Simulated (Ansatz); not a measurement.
Species: HSO3, charge 0, doublet. HSO3 (SMILES O=[S](O)=O, doublet).
B3LYP-D3(BJ)/def2-TZVP minimum from Ansatz (a program for electronic structure):
```
S
O 1 1.4422
O 1 1.4506 2 122.82
O 1 1.6295 2 105.51 3 -124.03
H 4 0.9714 1 108.25 2 160.68
```
Charge 0, spin multiplicity 2.

Total energies in cc-pV(D+d)Z, 25 correlated electrons, 8 frozen orbitals. Radicals and triplets start from unrestricted determinants; spin-orbit coupling is neglected. Cores are frozen in correlated methods. No relativity.

```json
[
 {"method": "HF", "program": "Ansatz", "energy (Eh)": "-622.61376", "minus CCSDT(Q) (mEh)": "726.94"},
 {"method": "MP2", "program": "Ansatz", "energy (Eh)": "-623.30699", "minus CCSDT(Q) (mEh)": "33.71"},
 {"method": "CCSD", "program": "Ansatz", "energy (Eh)": "-623.31389", "minus CCSDT(Q) (mEh)": "26.82"},
 {"method": "CCSD(T)", "program": "Ansatz", "energy (Eh)": "-623.33683", "minus CCSDT(Q) (mEh)": "3.87"},
 {"method": "CCSDT(Q)", "program": "Ansatz", "energy (Eh)": "-623.34070", "minus CCSDT(Q) (mEh)": "0.00"}
]
```

Rough core times of Ansatz's runs on a shared machine: CCSD(T) 20 s, CCSDT(Q) 60 min.
